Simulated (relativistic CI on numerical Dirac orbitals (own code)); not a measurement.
Forbidden lines of Hg75+

Method of calculation: Dirac-Coulomb-Breit CI, KLI orbitals optimised for each configuration, model QED (radiative potential, 1s self-energy scaled to tabulated hydrogen-like ionisation energies), unscaled Slater integrals (own radial code, finite nucleus).

Configuration list (outside the closed core 1s2): 2s²2p, 2s2p², 2p³, 2p²3s, 2s²3s, 2p²3p, 2p²3d, 2s²3p, 2s²3d, 2s2p3s, 2s2p3p, 2s2p3d, 2s²4s, 2s²4p, 2s²4d, 2s²4f. Levels of other configurations are missing.

```
λ vac (nm)               Lower               Upper  Type   A (s⁻¹)  log gf
   0.07974    2s²2p ²P°3/2 [3]  2s²4f ²F°7/2 [113]    E2  1.09e+13   -2.08
   0.08831     2s2p² ⁴P5/2 [9]   2p²3d ⁴F9/2 [128]    E2  1.79e+13   -1.68
   0.08831     2s2p² ⁴P5/2 [9]   2p²3d ²F7/2 [127]    E2  1.11e+13   -1.98
   0.08838     2s2p² ⁴P3/2 [4]    2p²3d ⁴D7/2 [96]    E2  1.60e+13   -1.82
   0.08853     2s2p² ²D5/2 [5]    2p²3d ²G9/2 [97]    E2  1.78e+13   -1.68
   0.08910    2s2p² ²P3/2 [11]   2p²3d ²F7/2 [127]    E2  6.70e+12   -2.20
   0.08932     2s2p² ⁴P3/2 [4]    2p²3d ⁴D1/2 [90]    E2  1.55e+13   -2.43
   0.08937     2s2p² ⁴P3/2 [4]    2p²3d ⁴F5/2 [89]    E2  7.39e+12   -2.27
   0.08953     2s2p² ²D5/2 [5]    2p²3d ²G7/2 [92]    E2  7.35e+12   -2.15
   0.08974     2s2p² ⁴P1/2 [2]    2p²3d ²D3/2 [42]    E2  1.70e+13   -2.09
   0.08986    2s²2p ²P°1/2 [1]  2s2p3d ⁴F°5/2 [34]    E2  1.13e+13   -2.09
   0.09009     2s2p² ²D3/2 [7]    2p²3d ²G7/2 [92]    E2  8.20e+12   -2.10
   0.09075     2s2p² ²D5/2 [5]  2s2p3d ⁴F°9/2 [74]    M2  7.12e+10   -4.06
   0.09181    2s²2p ²P°1/2 [1]   2s²3p ²P°3/2 [26]    E2  3.16e+12   -2.80
   0.09187     2s2p² ²D3/2 [7]   2s2p3p ²S1/2 [70]    E2  2.97e+12   -3.12
   0.09194     2s2p² ⁴P3/2 [4]   2s2p3p ⁴D7/2 [60]    E2  2.06e+12   -2.68
   0.09223     2s2p² ²D5/2 [5]   2s2p3p ⁴D7/2 [60]    E2  1.25e+12   -2.90
   0.10699     2s2p² ⁴P5/2 [9]  2s2p3d ⁴F°9/2 [74]    M2  1.60e+11   -3.56
   0.10775     2s2p² ⁴P5/2 [9]   2s2p3p ²S1/2 [70]    E2  9.77e+11   -3.47
   0.10870    2s²2p ²P°3/2 [3]   2s²3p ²P°3/2 [26]    E2  2.49e+12   -2.75
   0.10892    2s2p² ²P3/2 [11]   2s2p3p ²S1/2 [70]    E2  3.07e+12   -2.96
   0.10905     2s2p² ⁴P5/2 [9]   2s2p3p ⁴D7/2 [60]    E2  1.73e+12   -2.61
   0.11025    2s2p² ²P3/2 [11]   2s2p3p ⁴D7/2 [60]    E2  1.70e+11   -3.61
   0.11494    2s²2p ²P°3/2 [3]   2s²3p ²P°1/2 [17]    E2  4.91e+12   -2.71
   0.59096    2s²2p ²P°1/2 [1]    2s²2p ²P°3/2 [3]    M1  4.04e+10   -3.07
   0.60310  2s2p3d ²F°7/2 [38]  2s2p3d ⁴F°9/2 [74]    M1  4.08e+10   -2.65
   0.60514     2s2p² ⁴P1/2 [2]     2s2p² ²D5/2 [5]    E2  3.78e+08   -4.90
   0.61799     2s2p² ⁴P1/2 [2]     2s2p² ⁴P3/2 [4]    M1  4.46e+10   -2.99
```

Terms are leading LS components. Brackets give the number of a level in order of energy, since labels repeat. The list gives strong lines, with weight on those to low levels. Levels whose partners in the same complex of configurations lie outside the list can be far off, and so can their lines. Rates are taken at the computed energies, electric ones in the length gauge.

At this charge energies of transitions that change n are usually good to better than 1 %, and those within a shell (Δn = 0) to a few per cent.

LS names give the leading component of a level, which can be under half, so a name can repeat, a term be missing and a line seem to break the LS rules.
